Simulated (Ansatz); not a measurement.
C2H6SZn can be A, `[CH3][Zn][CH2]S`, or B, `CS[CH2][ZnH]`.

Gas-phase electronic energies from Ansatz, PBE0-D4/def2-TZVP geometries. CBS: MP2 limit from def2 TZ/QZ plus the TZ coupled-cluster correction, frozen cores. Functionals use def2-TZVPP. B3LYP here is the variant with VWN-RPA as its local correlation; programs differ in this. For Zn outer-core shells are correlated without core-valence functions, which leaves a few kJ/mol of doubt a bond. Scalar relativity is left out up to krypton. One conformer a species, not always the lowest.

A:

```xyz
10

C    -0.037    2.131   -0.364
Zn    0.242    0.288    0.167
C     0.467   -1.597    0.617
S    -0.471   -2.609   -0.570
H    -0.933    2.544    0.107
H     0.813    2.753   -0.074
H    -0.160    2.209   -1.447
H     0.215   -1.881    1.639
H     1.509   -1.880    0.450
H    -1.645   -1.958   -0.525
```

B:

```xyz
10

C    -0.466    0.352    1.458
S    -1.374   -0.370    0.088
C    -0.303    0.103   -1.292
Zn    1.397   -0.841   -1.089
H    -0.387    1.436    1.349
H    -1.024    0.132    2.369
H     0.536   -0.075    1.557
H    -0.810   -0.264   -2.190
H    -0.253    1.191   -1.376
H     2.684   -1.662   -0.874
```

**Question.** Which isomer does CCSD(T)/CBS put lower? Give the gap. (Best estimate.)

**Answer.** Ansatz gave: A, by 35.0 kJ/mol.

**Question.** Give E(B) − E(A) in kJ/mol with B2PLYP, B3LYP-D4, CCSD/def2-TZVPP, PBE-D4, CCSD(T)/def2-TZVPP, B3LYP, MP2/def2-TZVPP. (Estimate.)

**Answer.** Ansatz gave: B2PLYP 34.9, B3LYP-D4 28.8, CCSD/def2-TZVPP 34.6, PBE-D4 29.3, CCSD(T)/def2-TZVPP 34.3, B3LYP 34.9, MP2/def2-TZVPP 37.0. None reverses the order clearly.

Largest T1 diagnostic: 0.014.

In def2-TZVPP, CCSD(T) changes the Hartree–Fock value by +7.5 kJ/mol (the triples alone add −0.3 kJ/mol) and MP2 by +10.1 kJ/mol. The D4 term adds −6.1 kJ/mol with B3LYP and −3.1 kJ/mol with PBE0; it sums over pairs of atoms, weighted by their polarisabilities, and B3LYP, whose exchange is more repulsive, gets the larger term.
